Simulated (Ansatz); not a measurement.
A nudged elastic band was laid between two geometries of CH9AlSSi2 (14 atoms, charge 0, multiplicity 1).

Theory: RKS BLYP-D4/def2-SVP (Ansatz 0.2.0).

```json
{"movable images": "5", "climbing image": "yes", "spring": "5.0 eV/Å²", "optimiser": "quadratic models (default)", "start path": "IDPP", "force threshold": "0.05 eV/Å", "iteration limit": "60", "end points": "relaxed"}
```

Image 0:

```xyz
14
Properties=species:S:1:pos:R:3
C -1.426 -0.620 1.707
Al 0.451 -0.315 1.170
Si 1.067 -1.338 -1.011
S -0.202 -0.102 -2.396
Si 0.160 1.722 -1.336
H -1.513 -1.591 2.243
H -1.802 0.165 2.396
H -2.104 -0.671 0.831
H 1.559 0.250 2.174
H 2.489 -1.271 -1.507
H 0.589 -2.738 -1.286
H 1.529 2.303 -1.509
H -0.890 2.748 -1.623
H 0.079 1.430 0.176
```

Image 6:

```xyz
14
Properties=species:S:1:pos:R:3
C -2.098 -1.361 1.347
Al -0.369 -0.449 1.094
Si 1.117 -1.306 -0.648
S -0.289 0.495 -1.240
Si 1.135 2.155 -1.054
H -2.046 -2.086 2.187
H -2.900 -0.632 1.589
H -2.412 -1.922 0.443
H 0.281 0.619 2.081
H 2.490 -0.784 -0.989
H 0.779 -2.325 -1.705
H 1.932 2.226 -2.319
H 0.328 3.402 -0.873
H 2.041 1.938 0.116
```

Question: Which bonds break or form, and what moves?

Answer: Bonds formed: Al2–S4. The dihedral H9–Al2–Si3–H11 goes from 124 to 179°.

Question: What energy profile does the band end with?

Answer: The run converged. The highest image is number 3 of 0 to 6, 0.142 eV above the first end and 0.213 eV above the last; the last end lies 0.070 eV below the first. A vibrational analysis at the climbing image gives one clearly imaginary mode, 58i cm⁻¹: a first-order saddle point.

```csv
image,path coordinate (Å),energy (eV),Al2–S4 (Å),dihedral H9–Al2–Si3–H11 (°)
0,0.00,0.000,3.63,124
1,0.84,0.060,3.66,124
2,1.69,0.125,3.68,129
3,2.53,0.142,3.58,139
4,3.42,0.096,3.02,160
5,4.31,-0.048,2.55,177
6,5.21,-0.070,2.52,179
```

Question: What is the geometry of the highest image?

Answer: 
```xyz
14
Properties=species:S:1:pos:R:3:forces:R:3
C -1.794 -1.248 1.680 0.00 -0.01 0.01
Al 0.083 -0.734 1.376 0.00 0.00 -0.01
Si 1.004 -1.103 -0.877 0.00 -0.01 0.02
S -0.263 0.324 -2.030 0.01 0.00 0.00
Si 0.698 2.177 -1.430 0.00 0.00 0.00
H -1.849 -2.077 2.420 -0.01 0.00 -0.01
H -2.371 -0.404 2.117 0.00 0.00 0.00
H -2.314 -1.579 0.759 0.00 0.00 0.00
H 0.923 -0.009 2.527 0.00 0.00 0.00
H 2.454 -0.797 -1.151 0.00 0.00 -0.01
H 0.699 -2.434 -1.509 0.00 0.00 0.00
H 2.071 2.317 -2.018 0.00 0.00 0.00
H -0.177 3.295 -1.904 0.00 0.00 0.00
H 0.823 2.242 0.068 0.00 0.00 0.00
```

Question: What are the harmonic wavenumbers there?

Answer: 58i, 37, 46, 56, 112, 117, 134, 351, 367, 393, 431, 482, 538, 598, 613, 620, 633, 679, 712, 761, 900, 907, 913, 941, 1176, 1382, 1390, 1858, 2116, 2129, 2138, 2162, 2185, 2935, 3005, 3043 cm⁻¹.

The band took 12 iterations and of the order of 4 core-minutes.

Run time: 2 min on 2 threads of Intel(R) Xeon(R) Platinum 8488C (Sapphire Rapids), with other jobs on the host, peak memory 0.21 GiB.
